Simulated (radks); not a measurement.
Problem. Calculated with a radial shooting solver on a logarithmic mesh with Libxc functionals: scalar-relativistic Kohn-Sham, PBE, spin-polarised, spherical densities, point nucleus; open shells are filled with parallel spins first (spin-orbit coupling, left out, can overturn this in heavy ions). Each species is in its NIST ground configuration. Rank Zn4+, Cd4+, Hg4+ by radius at which the density is 0.001 e/bohr^3 (bohr), largest first.

Solution. Hg4+ 3.07, Cd4+ 2.85, Zn4+ 2.41.
